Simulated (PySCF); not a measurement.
Choosing a molecule for a target property.

Species are written as SMILES; each is one conformer at its optimised geometry, gas phase, non-relativistic unless stated; the electronic structure was computed with PySCF and density fitting.

The conformers computed, where there is a choice (atom-mapped SMILES and torsion angles):
- `[CH2:1]=[N:2]/[CH:3]=[N:4]/[SiH2:5][N:6]([CH3:7])[SiH3:8]`: C1–N2–C3–N4 -72°, C3–N4–Si5–N6 126°, N4–Si5–N6–C7 167°
- `[CH3:1]/[CH:2]=[C:3]1/[SiH2:4][C@@H:5]([N:6]([CH3:7])[CH3:8])[C@@H:9]1[F:10]`: Si4–C5–N6–C7 -63°
- `[CH3:1][SiH2:2][NH:3][CH2:4][Si@@H:5]([NH2:6])[C:7]#[N:8]`: C1–Si2–N3–C4 49°, Si2–N3–C4–Si5 79°, N3–C4–Si5–N6 38°, H–N6–Si5–C4 167°, H–N6–Si5–C4 -53°
- `[CH3:1][NH:2][CH2:3][Si@@H:4]([C:5]#[N:6])[SiH2:7][NH2:8]`: C1–N2–C3–Si4 180°, N2–C3–Si4–C5 69°, C3–Si4–Si7–N8 -57°, H–N8–Si7–Si4 -47°, H–N8–Si7–Si4 174°

(1) Wanted: HOMO–LUMO gap below 5.5 eV (PBE0/pcSseg-1) and dipole moment below 3.7 D (PBE0/pcSseg-1), at GFN2-xTB geometries. Which candidate meets both?
A. `C=N/C=N/[SiH2]N(C)[SiH3]`
B. `C/C=C1/[SiH2][C@@H](N(C)C)[C@@H]1F`
C. `C[SiH2]NC[Si@@H](N)C#N`
D. `CNC[Si@@H](C#N)[SiH2]N`

Results:

(1) A. Computed values:
```csv
species,HOMO–LUMO gap,dipole moment
C=N/C=N/[SiH2]N(C)[SiH3],5.28 eV,2.42 D
C/C=C1/[SiH2][C@@H](N(C)C)[C@@H]1F,5.68 eV,1.07 D
CNC[Si@@H](C#N)[SiH2]N,5.84 eV,3.32 D
C[SiH2]NC[Si@@H](N)C#N,6.26 eV,4.02 D
```
